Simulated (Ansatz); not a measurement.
`C#C[TeH]`. The species carries charge 0 and has multiplicity 1. Te takes the def2 core potential. The structure was optimised at the PBE0-D4/def2-TZVP level.

```xyz
5

C     1.100    0.842   -0.053
C     0.157    0.146    0.225
Te   -1.398   -0.985    0.841
H     1.931    1.455   -0.312
H    -1.790   -1.458   -0.701
```

What is the dipole moment at ωB97M-V/def2-TZVPP? (An estimate is asked.)

Computed: 0.32 D, with components (-0.25, -0.20, -0.05) D in this frame, pointing from negative to positive charge.

And with PBE, r2SCAN, B3LYP? (An estimate is asked.)

Computed: PBE 0.43 D, r2SCAN 0.39 D, B3LYP 0.40 D.

Give the Mulliken charges with ωB97M-V, r2SCAN, PBE in def2-TZVPP. (An estimate is asked.)

Ansatz gave: 
| atom | ωB97M-V | r2SCAN | PBE |
| --- | --- | --- | --- |
| C1 | -0.06 | -0.14 | -0.13 |
| C2 | -0.44 | -0.34 | -0.33 |
| Te3 | 0.27 | 0.27 | 0.27 |
| H4 | 0.23 | 0.22 | 0.20 |
| H5 | 0.01 | -0.01 | -0.01 |

B3LYP here is the variant with VWN-RPA as its local correlation; programs differ in this.
